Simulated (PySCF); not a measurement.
Molecule: SMILES C/C=C(\C)COC, C6H12O.

Bonds (- single, = double, # triple, : aromatic): C1-C2, C2=C3, C3-C4, C3-C5, C5-O6, O6-C7. C1 carries H8, H9, H10; C2 carries H11; C4 carries H12, H13, H14; C5 carries H15, H16; C7 carries H17, H18, H19. Stereochemistry as in C/C=C(\C)COC.

Frames of a GFN2-xTB Langevin trajectory at 300 K; GIAO PBE0/pcSseg-1 shieldings in PySCF, gas phase, non-relativistic; equivalent atoms averaged within each frame.

Chemical shifts δ = σref − σ; TMS for $^{13}$C (σref 186.93) and $^{1}$H (σref 31.72); H2O for $^{17}$O (σref 336.08), all at this level. The references are static minima.

Question: How do the shifts (ppm) fluctuate along the trajectory?

Answer: 
```csv
time (fs),C3,C2,C5,C7,C4,C1,O6,H11,H15/H16,H17/H18/H19
optimised geometry,140.3,133.0,82.2,57.2,14.1,16.8,24.9,5.73,3.91,3.24
250,153.2,140.5,77.7,56.7,18.8,15.4,7.3,5.94,3.76,3.23
425,138.2,132.5,88.6,56.6,20.0,18.8,27.5,5.38,4.49,3.21
625,144.7,132.2,88.8,63.4,14.5,16.2,39.1,5.15,4.28,3.55
800,140.9,140.1,73.1,54.1,10.8,18.3,14.3,5.96,2.78,3.24
1000,139.3,135.4,87.3,58.3,8.6,16.2,35.2,6.24,4.85,2.75
mean of frames,143.2,136.1,83.1,57.8,14.5,17.0,24.7,5.74,4.03,3.19
standard deviation,6.1,4.0,7.2,3.5,4.9,1.5,13.5,0.45,0.80,0.28
```

5 frames give an uncertainty of the mean of about the standard deviation over 2.2 at best, since frames this close in time may not be independent; classical motion lacks zero-point vibration, and the reference would need the same averaging.
